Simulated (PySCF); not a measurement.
## Electric field gradients and quadrupole coupling constants

C₄H₅FOS.
Geometry (GFN2-xTB, Å), atoms numbered from 1 in this order:
```
atom  x, y, z in Å
O1     1.3591    1.8074   -0.4414
C2     0.7789    0.8048   -0.1490
C3     1.3690   -0.5829   -0.2400
S4     0.1468   -1.7685    0.3919
C5    -1.2279   -0.6267    0.0507
C6    -0.6653    0.7471    0.3666
F7    -1.4239    1.7414   -0.1915
H8     2.2874   -0.6561    0.3413
H9     1.6032   -0.8098   -1.2829
H10   -2.0720   -0.8988    0.6789
H11   -1.5117   -0.6913   -1.0013
H12   -0.6424    0.9327    1.4509
```

Field gradients from the PBE0/pcSseg-1 density (PySCF, non-relativistic), principal values in atomic units, ordered |Vxx| ≤ |Vyy| ≤ |Vzz|:

```tsv
atom	Vxx	Vyy	Vzz
O1	0.4329	1.5115	-1.9444
S4	0.6872	2.5063	-3.1935
```

**Question.** Find the asymmetry η = (Vxx − Vyy)/Vzz and the couplings χ = eQV/h (234.96 MHz × Q in barn × V in au), with Q(17O) = −0.0256 b, Q(33S) = −0.0678 b.

**Answer.** 
```tsv
atom	environment	nucleus	η	χzz (MHz)	χxx (MHz)	χyy (MHz)
O1	ketone oxygen	17O	0.55	11.70	-2.60	-9.09
S4	sulfide sulfur	33S	0.57	50.87	-10.95	-39.93
```

The tensor is traceless: Vxx + Vyy + Vzz = 0.

**Question.** What is Vzz at S4 in SI units (1 au = 9.71736 × 10²¹ V/m²)?

**Answer.** -3.1935 au = -31.032 × 10²¹ V/m².

**Question.** What couplings would deuterons (Q(2H) = 0.00286 b) have in place of the hydrogens, at this geometry?

**Answer.** 
```
atom  bonded to  bond length (Å)  Vzz (au)     η  χzz (kHz)
  H8         C3            1.089    0.3062  0.03        206
  H9         C3            1.093    0.2999  0.01        202
 H10         C5            1.087    0.3097  0.02        208
 H11         C5            1.092    0.2992  0.01        201
 H12         C6            1.100    0.2765  0.06        186
```

Geometry: GFN2-xTB, one conformer, isolated molecule. GFN2-xTB bond lengths can be off by several hundredths of an ångström, more for odd bonds, and the gradients follow them. The basis is small and wasn't made for field gradients, so the couplings can be 20 % off.
